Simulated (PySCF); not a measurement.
**Polarisability and C₆ of Te⁺ (tellurium, charge +1)**

[Kr] 4d10 5s2 5p3, high-spin 4S determinant. Calculation: PySCF 2.14, in aug-cc-pwCVDZ-PP with ECP28MDF (6s5p4d1f, 48 functions); a scalar-relativistic core potential. Coupled (time-dependent) response in atomic units; α is the mean over directions. A double-zeta set is small for polarisabilities.

```
 method  mean α (bohr³)  C₆ (like pair)  S(−4)
    UHF           22.72           193.7  105.9
    PBE           22.74           191.8  110.1
   PBE0           22.47           189.6  105.3
   BP86           22.87           193.0  112.0
wB97M-V           22.24           184.8  106.0
```

S(−4) is the Cauchy moment in α(ω) = α(0) + S(−4) ω² + …

α(iu) at UHF:

| u (hartree) | α(iu) (bohr³) |
| --- | --- |
| 0 | 22.72 |
| 0.0500 | 22.46 |
| 0.100 | 21.71 |
| 0.200 | 19.21 |
| 0.300 | 16.20 |
| 0.500 | 11.01 |
| 0.750 | 7.038 |
| 1.00 | 4.865 |
| 1.50 | 2.817 |
| 2.00 | 1.922 |
| 3.00 | 1.140 |
| 5.00 | 0.5750 |

A single London oscillator, α(iu) = α/(1 + u²/ω²), gives C₆ = (3/4) ω α². Matching the computed C₆ needs ω = 4 × 193.7 / (3 × 22.72²) = 0.500 hartree.

For an ion, C₆ is the dispersion term alone; charge-induced terms of lower order in 1/R come first.

Energies and moments cover only the electrons outside the core potential.
